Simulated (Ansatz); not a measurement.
`N=[C](Cl)[GeH3]` + `NCS` → `NC[S][GeH3]` + `N=CCl`  (ligand exchange at a Ge–C bond)

Program: Ansatz. Geometries: PBE0-D4/def2-TZVP. ΔE: electronic, gas phase. CCSD(T)/CBS adds triple-zeta CCSD(T) − MP2 to the extrapolated MP2 energy (def2 sets, frozen cores). This one scheme is used for every species. DFT in def2-TZVPP. B3LYP here is the variant with VWN-RPA as its local correlation; programs differ in this. For Ge outer-core shells are correlated without core-valence functions, which leaves a few kJ/mol of doubt a bond. Scalar relativity is left out up to krypton. One conformer a species, not always the lowest.

Problem. Is it downhill or uphill in electronic energy at CCSD(T)/CBS, and by how much? (Estimate.)

Solution. Computed: Downhill: ΔE = -66.4 kJ/mol.

Problem. What do these levels give: PBE-D4, B97M-V, B2PLYP, PBE-QIDH, r2SCAN, B3LYP, LC-ωPBE, HF/def2-SVP, MP2/def2-SVP, HF/def2-TZVPP, CCSD/def2-TZVPP, HF/def2-QZVPP? (Best estimate.)

Solution. Ansatz gave: PBE-D4 -68.0, B97M-V -72.8, B2PLYP -67.2, PBE-QIDH -72.4, r2SCAN -69.0, B3LYP -65.6, LC-ωPBE -68.7, HF/def2-SVP -77.1, MP2/def2-SVP -74.8, HF/def2-TZVPP -73.7, CCSD/def2-TZVPP -67.5, HF/def2-QZVPP -72.3 kJ/mol.

Largest T1 diagnostic among the species: 0.013.

The D4 term adds −3.1 kJ/mol with B3LYP and −1.7 kJ/mol with PBE0; it sums over pairs of atoms, weighted by their polarisabilities, and B3LYP, whose exchange is more repulsive, gets the larger term. At CCSD(T), def2-SVP lies −5.6 kJ/mol from the extrapolated value and def2-TZVPP −0.5 kJ/mol.
